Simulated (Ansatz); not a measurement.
C2H4S, SMILES `[CH2]S[CH2]` (excited triplet) (charge 0, multiplicity 3). This triplet is an excited state, 1.11 eV above the relaxed singlet at the level frozen-core CCSD(T)/cc-pVTZ // B3LYP-D3(BJ)/def2-TZVP (Ansatz, a program for electronic structure).

Cartesian coordinates (Å):
```xyz
7

C      1.3060     0.1120    -0.2429
S      0.1206    -1.0814     0.1777
C     -1.3073    -0.1005     0.2512
H      1.1806     1.1304     0.0981
H      2.2866    -0.2555    -0.5076
H     -2.1947    -0.5707     0.6488
H     -1.3917     0.7658    -0.3903
```
Charge 0, spin multiplicity 3.

Frozen-core energies in 6-31g from Ansatz at a geometry from B3LYP-D3(BJ)/def2-TZVP; the HF reference has <S^2> = 2.03 and the T1 diagnostic is 0.017.

```
level     energy (Ha)  difference from CCSDTQ (mHa)
--------  -----------  ----------------------------
HF         -475.40250                        239.01
MP2        -475.59849                         43.02
CCSD       -475.63541                          6.11
CCSD(T)    -475.64038                          1.13
CCSDT      -475.64126                          0.25
CCSDT(Q)   -475.64151                          0.00
CCSDTQ     -475.64151                          0.00
```
